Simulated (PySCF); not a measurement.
C₂H₁₀Si₄, SMILES [SiH3][SiH2][Si@@H]1C=C[SiH2]1.

Geometry optimised at B3LYP-D3(BJ)/def2-SVP. The structure was generated by enumeration; whether it is a known compound was not checked. One conformer was computed; it need not be the lowest.

These are TDA-PBE/def2-SVPD (PySCF) values and carry that method's errors.

Vertical excitations. Gas-phase values at a fixed geometry.

| state | energy (eV) | λ (nm) | f | main pairs |
|---|---|---|---|---|
| S1 | 4.64 | 267 | 0.014 | HOMO→LUMO 82 %, HOMO−1→LUMO 15 % |
| S2 | 5.04 | 246 | 0.057 | HOMO−1→LUMO 72 % |
| S3 | 5.38 | 231 | 0.006 | HOMO→LUMO+1 75 % |
| S4 | 5.55 | 223 | 0.004 | HOMO→LUMO+2 60 %, HOMO−1→LUMO+1 29 % |
| S5 | 5.63 | 220 | 0.001 | HOMO−2→LUMO 41 %, HOMO−3→LUMO 30 %, HOMO−1→LUMO+1 10 %, HOMO−4→LUMO 9 % |
| S6 | 5.70 | 217 | 0.004 | HOMO−3→LUMO 42 %, HOMO−4→LUMO 20 %, HOMO−1→LUMO+2 11 %, HOMO−2→LUMO 7 % |
| T1 | 4.04 | 307 | 0 | HOMO→LUMO 56 %, HOMO−2→LUMO 20 %, HOMO−1→LUMO 17 % |
| T2 | 4.54 | 273 | 0 | HOMO→LUMO 42 %, HOMO−2→LUMO 28 %, HOMO−1→LUMO 26 % |
Triplets are in the Tamm–Dancoff approximation.
